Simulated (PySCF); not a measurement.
PySCF input for disilazane (H7NSi2), SMILES [SiH3]N[SiH3], IEF-PCM-PBE0/def2-SVP. The structure is a stationary point at B3LYP-D3(BJ)/def2-SVP.

```python
import numpy as np
from pyscf import gto, scf, dft
from pyscf.solvent import pcm

mol = gto.M(
    atom='''
    Si    0.00062791    0.13226636    1.57992252
    N    -0.00676433   -0.60811440    0.00000000
    Si    0.00062791    0.13226636   -1.57992253
    H    -1.05808378   -0.46012528    2.45200699
    H    -0.25793942    1.58621675    1.39144903
    H     1.30296991   -0.03672647    2.29589633
    H     0.05587555   -1.62538718    0.00000000
    H     1.30296991   -0.03672647   -2.29589633
    H    -1.05808380   -0.46012528   -2.45200698
    H    -0.25793943    1.58621675   -1.39144902
    ''',
    basis='def2-SVP',
    charge=0,
    spin=0,
    max_memory=1600,
    verbose=3,
)
mf = dft.RKS(mol, xc='pbe0').density_fit(auxbasis='def2-universal-jkfit')
mf.grids.level = 3
mf.conv_tol = 1e-9
mf.max_cycle = 100
mf.kernel()
res = {}
for name, eps in {'water': 78.355, 'dichloromethane': 8.93, 'cyclohexanone': 15.619}.items():
    s = mf.PCM()
    s.with_solvent.method, s.with_solvent.eps, s.with_solvent.lebedev_order = 'IEF-PCM', eps, 29
    s.kernel(mf.make_rdm1())
    res[name] = (s.e_tot, eps, s.dip_moment(), s.mo_energy, s.converged)
    print(f'{name}: electrostatic solvation free energy {(s.e_tot - mf.e_tot) * 627.509474:.3f} kcal/mol')
```

It prints:

```
converged SCF energy = -637.429164861363

WARN: PCM is an experimental feature. It is still in testing.
Features and APIs may be changed in the future.

converged SCF energy = -637.431917314442
Dipole moment(X, Y, Z, Debye):  0.05590, -1.15617, -0.00000
water: electrostatic solvation free energy -1.727 kcal/mol

WARN: PCM is an experimental feature. It is still in testing.
Features and APIs may be changed in the future.

converged SCF energy = -637.43145976899
Dipole moment(X, Y, Z, Debye):  0.05168, -1.10514, -0.00000
dichloromethane: electrostatic solvation free energy -1.440 kcal/mol

WARN: PCM is an experimental feature. It is still in testing.
Features and APIs may be changed in the future.

converged SCF energy = -637.431672009009
Dipole moment(X, Y, Z, Debye):  0.05354, -1.12858, -0.00000
cyclohexanone: electrostatic solvation free energy -1.573 kcal/mol
```

The calculation finished and met its thresholds.
